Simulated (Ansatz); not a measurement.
CHFGeO, SMILES `O=[CH][Ge][F]` (excited triplet; O–C–Ge–F torsion 180°) (charge 0, multiplicity 3). This triplet is an excited state, 1.13 eV above the relaxed singlet at the level frozen-core CCSD(T)/cc-pVTZ // B3LYP-D3(BJ)/def2-TZVP (Ansatz, an electronic-structure program).

Level of theory: B3LYP/cc-pVTZ // B3LYP-D3(BJ)/def2-TZVP in Ansatz.

Ansatz 0.2 input:
```yaml
crystal:
  periodic: [false, false, false]
  atoms:
    - { symbol: O, position_ang: [-1.826156, -0.571636, 0.197371] }
    - { symbol: C, position_ang: [-0.747839, -0.114315, -0.046304] }
    - { symbol: Ge, position_ang: [1.077186, -0.553067, 0.829221] }
    - { symbol: F, position_ang: [2.011067, 0.585686, -0.171133] }
    - { symbol: H, position_ang: [-0.514258, 0.653332, -0.809153] }
basis:
  gaussian: { orbitals: cc-pVTZ }
hamiltonian:
  xc: b3lyp
magnetization:
  spin_polarized: true
  initial_magnetization: 2
```

Output:

```
Functional definition: B3LYP
951 factors; their error is unknown
mean field evaluation 1: about -62328.6928 eV, gradient 4.8e1 eV
mean field evaluation 2: about -62218.4225 eV, gradient 1.3e2 eV
mean field evaluation 4: about -62337.5988 eV, gradient 1.7e1 eV
mean field evaluation 8: about -62338.5082 eV, gradient 3.0e-1 eV
mean field evaluation 16: about -62338.6711 eV, gradient 7.4e-4 eV
mean field -62338.67112771 eV, -2290.9039092746 hartree, gradient 3.7e-5 eV, S^2 2.006334; 0 other end points of the search recorded, 0 dependent functions left out
reference -62338.67133459 eV, -2290.9039168772 hartree; 29, 27 occupied and 118, 120 virtual orbitals, 951 factors
Total energy: -62338.67133459 eV, -2290.9039168772 hartree
```
